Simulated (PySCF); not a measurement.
`C=CC[C@@H](F)S(=O)(=O)Cl`, C4H6ClFO2S

Geometry (Å), atoms numbered from 1 in this order:
```xyz
15

C     2.208   -0.754    0.087
C     1.158   -0.012    0.377
C     0.507    0.929   -0.598
C    -0.762    0.320   -1.152
F    -0.539   -0.782   -1.902
S    -1.765   -0.274    0.279
O    -1.403   -1.588    0.681
O    -1.839    0.764    1.254
Cl   -3.604   -0.400   -0.574
H     2.637   -1.430    0.805
H     2.680   -0.720   -0.882
H     0.687   -0.061    1.348
H     0.234    1.860   -0.098
H     1.186    1.146   -1.428
H    -1.389    1.009   -1.725
```

Method: PySCF, GIAO KT3/pcSseg-1 magnetisability, rotational g tensor and spin-rotation constants, non-relativistic, gas phase. Geometry: GFN2-xTB.

Q: Give the nuclear spin-rotation constants along the inertial axes (H = +C I·J) beside the isotropic shieldings.

A: Rotational constants 2.2575, 0.8469, 0.7741 GHz. A star marks the isotopologue with that one atom substituted, in its own axes.
```
atom  isotope  Caa (kHz)  Cbb (kHz)  Ccc (kHz)  mean (kHz)  σ (ppm)
  F5      19F      1.944      0.582      0.580       1.035    338.8
 Cl9     35Cl      0.403      0.504      0.476       0.461    369.5
 H10       1H     -0.175     -0.032     -0.007      -0.071     26.3
 H11       1H     -0.152      0.039     -0.081      -0.065     26.4
 H12       1H     -0.130      0.047     -0.085      -0.056     25.6
 H13       1H     -0.219     -0.062     -0.002      -0.094     28.6
 H14       1H     -0.100     -0.029     -0.082      -0.070     29.2
 H15       1H     -0.127     -0.057     -0.010      -0.065     26.1
  C1     13C*      0.555      0.324      0.201       0.360     66.4
  C2     13C*      0.572      0.340      0.216       0.376     57.5
  C3     13C*      0.408      0.145      0.141       0.232    144.6
  C4     13C*      0.631      0.236      0.250       0.372     67.5
  S6     33S*      0.997      0.355      0.253       0.535    202.2
  O7     17O*     -0.545     -0.272     -0.289      -0.368     17.7
  O8     17O*     -0.547     -0.297     -0.227      -0.357     37.0
```
For the geometry as given, no vibrational averaging.
